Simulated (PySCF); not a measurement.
# LaSF at several levels of theory

Computed with PySCF 2.14.0 (density fitting, no spin-orbit coupling) at the geometry relaxed with PBE0:

```xyz
3
LaSF (singlet)
La   -0.1982    0.0000   -0.4991
S     1.8275    0.0000    0.8567
F    -1.9149    0.0000    0.7635
```

```csv
level,basis,state,HOMO (eV),gap (eV),charge on La1 (e),population of f-type functions on La1 (core shells left out),dipole about the centre of mass (D),largest force component (eV/Å)
PBE0,"La def2-SVP with ECP46, S def2-SVP, F def2-SVP",singlet,-5.78,3.51,0.80,0.13,8.56,0.01
PBE0,"La def2-TZVP with ECP46, S def2-TZVP, F def2-TZVP",singlet,-5.84,3.53,1.08,0.12,8.85,0.19
```

Charges are Mulliken's, which hang on the basis. The relaxation used the grid (50, 194), these runs (75, 302) or, all-electron (x2c bases, spin-free X2C Hamiltonian), (99, 590).

(1) A further run in the first row's basis gives HOMO (eV) -4.73, gap (eV) 2.69, charge on La1 (e) 0.94, population of f-type functions on La1 (core shells left out) 0.12, dipole about the centre of mass (D) 8.64, largest force component (eV/Å) 0.24. Which level was it?
A. BLYP
B. M06-L

## Answers

(1) B. The others give HOMO -4.55 eV (BLYP).
